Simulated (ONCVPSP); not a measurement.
## Before and after: ONCV potential for Al

```
Element                 : Al
Generator               : ONCVPSP 4.0.1
Type                    : optimised norm-conserving Vanderbilt (ONCV)
Functional              : PBEsol
Relativity              : scalar-relativistic
Frozen core             : [Ne]
Valence charge          : 3
Reference configuration : 3s1.5 3p1.5
Partial waves           : 3s: rc 1.65 bohr, ncon 4, nbas 8, qcut 3.5 1/bohr, 2 projectors, debl 3.6 Ha; 3p: rc 2.75 bohr, ncon 4, nbas 8, qcut 2.4 1/bohr, 3 projectors, debl 2.8 Ha; d scattering state at 0.11 Ha: rc 2.65 bohr, ncon 5, nbas 8, qcut 3.7 1/bohr, 2 projectors, debl 1.6 Ha
Local potential         : polynomial inside 1.50 bohr (lpopt 5, dvloc0 0 Ha)
Core correction         : Teter function, fcfact 5.25, rcfact 1.2
```

All-electron outer shells of the reference configuration (PBEsol, scalar-relativistic, ld1.x):

```csv
shell,level (eV),outermost node (bohr),outermost maximum (bohr)
2s,-108.78,0.16,0.50
2p,-70.47,–,0.43
3s,-8.14,0.80,2.06
3p,-3.02,0.82,2.61
```

Change: local potential polynomial inside 1.50 bohr (lpopt 5, dvloc0 3.5 Ha).

Cutoffs: the cutoffs (Ha) at which the residual kinetic energy of the hardest occupied pseudo-wave falls to 1 and 0.1 mHa per electron; they do not see the model core or the augmentation charge, which bear on the density cutoff. Errors are all-electron minus pseudo energies relative to the spin-unpolarised reference configuration.

Q: What does the change do?

A: The potential gets neither clearly harder nor softer (5.5 Ha and 12 Ha → 5.5 Ha and 12 Ha); the lowest positive-energy flag moves from d at 12.8 eV to s at 145.8 eV; the errors of the 4 common tests hardly move; the range in which the d phases agree widens (upper end 0.4 → 4.6); neither file shows a bound ghost.

| quantity | base | changed |
| --- | --- | --- |
| cutoff, loose | 5.5 Ha | 5.5 Ha |
| cutoff, tight | 12 Ha | 12 Ha |
| bound ghosts | none | none |
| GHOST(+) flags under 300 eV | d at 12.8 eV, s at 118.1 eV | s at 145.8 eV |
| error for 3s2 3p1, meV [ΔE -2.54 eV] | -0.2 | -0.2 |
| error for 3s2 3p0, meV [ΔE 3.20 eV] | -1.6 | -1.6 |
| error for 3s1 3p0, meV [ΔE 22.37 eV] | -6.3 | -6.4 |
| error for 3s1 3p1, meV [ΔE 8.99 eV] | -0.9 | -0.9 |
| s: phases at 1.68 bohr within 0.05 rad from the reference energy up to (Ha; the scan ends near 5) | 4.1 | 4.7 |
| p: phases at 2.79 bohr within 0.05 rad from the reference energy up to (Ha; the scan ends near 5) | to the end of the scan | to the end of the scan |
| d: phases at 2.69 bohr within 0.05 rad from the reference energy up to (Ha; the scan ends near 5) | 0.4 | 4.6 |
| rms error of d²Exc/dni dnj with the model core, mHa | 0.10 | 0.10 |

Base: The cutoffs count occupied waves only; projector 2 of the s channel, the hardest unoccupied one, needs 71 Ha at the loose tolerance. Changed file: The cutoffs count occupied waves only; projector 2 of the s channel, the hardest unoccupied one, needs 71 Ha at the loose tolerance.
